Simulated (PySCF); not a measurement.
Si(H)(F)(Br)(OMe) (CH4BrFOSi), SMILES CO[SiH](F)Br. Atoms are numbered in the order given.

```xyz
9

Si    -0.4553     0.3377     0.4835
F     -0.6323     1.8765     0.0221
Br     1.5169    -0.3748    -0.1567
O     -1.5722    -0.5930    -0.2642
C     -2.9693    -0.4599    -0.1549
H     -0.5707     0.3107     1.9577
H     -3.3182     0.4909    -0.5910
H     -3.3057    -0.5089     0.8959
H     -3.4388    -1.2880    -0.7042
```

Coordinates come from a PBE0-D3(BJ)/def2-SVP optimisation. The structure was generated by enumeration, and PubChem lists no compound with its InChIKey, so it may never have been made. The values are those of a single conformer.

All values below come from TDDFT-PBE/def2-SVPD (PySCF 2.14.0).

Vertical excitations. 

Computed lowest excited states:
| state | energy (eV) | λ (nm) | f | main pairs |
|---|---|---|---|---|
| S1 | 6.67 | 186 | 0.004 | HOMO→LUMO 97 % |
| S2 | 7.01 | 177 | 0.018 | HOMO−1→LUMO 67 %, HOMO−2→LUMO 30 % |
| S3 | 7.03 | 176 | 0.042 | HOMO−2→LUMO 64 %, HOMO−1→LUMO 29 % |
| S4 | 7.16 | 173 | 0.014 | HOMO→LUMO+1 79 %, HOMO→LUMO+2 14 % |
| S5 | 7.27 | 170 | 0.014 | HOMO→LUMO+2 57 %, HOMO−3→LUMO 21 %, HOMO−1→LUMO+2 10 % |
| S6 | 7.29 | 170 | 0.007 | HOMO−1→LUMO+1 68 %, HOMO−3→LUMO 26 % |
| S7 | 7.31 | 170 | 0.008 | HOMO−3→LUMO 41 %, HOMO−2→LUMO+1 28 %, HOMO−1→LUMO+1 11 %, HOMO→LUMO+2 10 % |
| S8 | 7.39 | 168 | 0.020 | HOMO−2→LUMO+1 60 %, HOMO−1→LUMO+2 14 % |
| S9 | 7.48 | 166 | 0.038 | HOMO−1→LUMO+2 62 %, HOMO→LUMO+2 12 %, HOMO−2→LUMO+2 12 % |
| S10 | 7.59 | 163 | 0.017 | HOMO−2→LUMO+2 64 %, HOMO−3→LUMO+1 13 % |
| T1 | 6.48 | 191 | 0 | HOMO→LUMO 93 % |
| T2 | 6.55 | 189 | 0 | HOMO−1→LUMO 98 % |
| T3 | 6.67 | 186 | 0 | HOMO−2→LUMO 93 % |
| T4 | 6.92 | 179 | 0 | HOMO→LUMO+1 94 % |
Triplets are in the Tamm–Dancoff approximation, which puts them higher than full response would, so one can lie above its singlet here.
